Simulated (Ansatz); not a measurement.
`F[C]1([InH2])C=N1`. The species carries charge 0 and has multiplicity 1. In takes the def2 core potential. The geometry is a stationary point of PBE0-D4/def2-TZVP.

```xyz
8

F     1.145   -0.177   -1.523
C     0.538    0.069   -0.299
In   -1.369   -0.926   -0.063
C     1.076    1.200    0.398
N     1.536    0.117    0.828
H    -1.902   -2.026   -1.266
H    -2.231   -0.523    1.372
H     1.207    2.264    0.553
```

**Question.** What is the dipole moment at ωB97M-V/def2-TZVPP? (Best estimate.)

**Answer.** Ansatz gave: 2.55 D, with components (-1.87, 1.68, 0.46) D in this frame, pointing from negative to positive charge.

**Question.** And with PBE, r2SCAN, B3LYP? (An estimate is asked.)

**Answer.** The calculation gave: PBE 2.32 D, r2SCAN 2.42 D, B3LYP 2.51 D.

**Question.** Give the Mulliken charges with ωB97M-V, B3LYP, PBE in def2-TZVPP. (Estimate.)

**Answer.** The calculation gave: 
```tsv
atom	ωB97M-V	B3LYP	PBE
F1	-0.22	-0.24	-0.19
C2	-0.07	-0.02	-0.05
In3	0.45	0.53	0.46
C4	0.03	0.00	-0.01
N5	-0.18	-0.18	-0.14
H6	-0.08	-0.13	-0.12
H7	-0.09	-0.13	-0.12
H8	0.17	0.18	0.16
```

B3LYP here is the variant with VWN-RPA as its local correlation; programs differ in this.
